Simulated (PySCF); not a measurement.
C5H4F3O2 (doublet state).
SMILES with atom numbers: `[CH3:1]/[C:2]=[CH:3]/[C:4](=[O:5])[O:6][C:7]([F:8])([F:9])[F:10]` (hydrogens: H11, H12, H13 on C1; H14 on C3)

Structure used (GFN2-xTB), in Å, numbered top down from 1:
```xyz
14
C5H4F3O2 angstrom
C      3.141   -0.095   -0.163
C      1.721    0.107   -0.070
C      0.597   -0.325    0.440
C     -0.677    0.334    0.178
O     -0.920    1.290   -0.483
O     -1.694   -0.367    0.873
C     -2.953    0.064    0.762
F     -3.420    0.031   -0.486
F     -3.136    1.304    1.216
F     -3.733   -0.734    1.489
H      3.660    0.798    0.187
H      3.419   -0.256   -1.206
H      3.482   -0.955    0.428
H      0.512   -1.197    1.093
```

The hyperfine couplings belong to this conformer and change with its torsions.

Method: UKS B3LYP, pcH-1 on C F H O, non-relativistic, mean-field spin-orbit, GIAO in PySCF. Geometry: GFN2-xTB, one conformer, isolated molecule. The geometry wasn't refined by DFT: couplings that depend on bond lengths, twists or pyramidal angles can differ widely from those at the functional's own minimum. Stability of the SCF solution: not tested.

Mulliken spin populations: C1 -0.056, C2 +1.009, C3 -0.156, C4 +0.035, O5 -0.017, O6 0.000, C7 0.000, F8 0.000, F9 0.000, F10 0.000, H11 +0.011, H12 +0.010, H13 +0.078, H14 +0.085.

Problem. What dipolar couplings does the calculation give for H11, H12, H13?

Solution. 
```
atom         position  distance from C2 (Å)  T1 (MHz)     T2     T3
 H11  2 bonds from C2                  2.07     -6.60  -5.57  12.17
 H12  2 bonds from C2                  2.08     -6.57  -5.51  12.07
 H13  2 bonds from C2                  2.12     -5.74  -1.84   7.57
```

Problem. Estimate them with point dipoles: put each population ρk at its nucleus, leave out the nucleus itself and the atom bound to it, and sum T = Σ [ρk/(2S)]·C·(3 n nᵀ − 1)/r³ with C = μ0 gₑ μB g_N μN/(4π h) = 79.06 MHz Å³.

Solution. 
```
atom  T1 (MHz)     T2     T3  T3, computed  difference in T3 (%)
 H11     -9.67  -7.21  16.87         12.17                   +39
 H12     -9.65  -7.21  16.86         12.07                   +40
 H13     -8.28  -7.88  16.17          7.57                  +113
```

Time: 1.8 min (with the writing of density and orbital grids); peak memory 0.96 GiB. Hardware: one thread, Arm Neoverse V1 (aarch64), no GPU, shared host.
